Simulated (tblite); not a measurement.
Task: Write Cartesian coordinates for `[H]/[C]=C1/CCC=COC1` [radical] as optimised with GFN2-xTB. (Doublet state.)

Result: 
```
atom  x, y, z in Å
C1    -2.1067   -1.5466    0.5766
C2    -1.1177   -0.7535    0.3277
C3     0.3054   -1.0372    0.7447
C4     1.3430   -0.6154   -0.2983
C5     1.5687    0.8717   -0.3064
C6     0.6664    1.8121   -0.0555
O7    -0.6755    1.6846    0.1315
C8    -1.3053    0.5689   -0.4397
H9    -3.1585   -1.5796    0.4157
H10    0.3974   -2.1041    0.9540
H11    0.5066   -0.4967    1.6748
H12    1.0499   -0.9798   -1.2884
H13    2.2933   -1.0967   -0.0551
H14    2.5840    1.1977   -0.4737
H15    0.9507    2.8541    0.0216
H16   -2.3685    0.8180   -0.4752
H17   -0.9403    0.4146   -1.4644
```

Any rigid rotation of these coordinates is as good. Atoms count from 1 in this order. The 2 C–O bonds span 1.361 Å (C6–O7, drawn single) to 1.403 Å (O7–C8, drawn single), a spread of 0.042 Å. The C–C distances run from 1.292 Å (C1=C2, drawn double) to 1.540 Å (C2–C8, drawn single), a spread of 0.248 Å. C5 (carbon bonded to 2 C and H) is planar (angles 126.7°, 117.0° and 116.1°, sum 359.9°, 0.03 Å off the plane of its three neighbours). C6 (carbon bonded to C, O and H) is planar (angles 129.0°, 121.1° and 109.8°, sum 360.0°, 0.00 Å off the plane of its three neighbours).

Bonds between heavy atoms (Å): C1=C2 1.292, C2–C3 1.510, C3–C4 1.530, C4–C5 1.504, C5=C6 1.327, C6–O7 1.361, O7–C8 1.403, C2–C8 1.540.

Structure optimised with GFN2-xTB, isolated species. This method treats the open shell by occupation alone, without spin polarisation.

Point group: C1 (no symmetry element, even within 0.4 Å). Its GFN2-xTB frequencies are all real (lowest 54 cm⁻¹). Torsions: C1–C2–C3–C4 142°, C2–C3–C4–C5 77°, C3–C4–C5–C6 -33°, C5–C6–O7–C8 -25°.

One conformer stands for the species.

All values are computed, not measured.
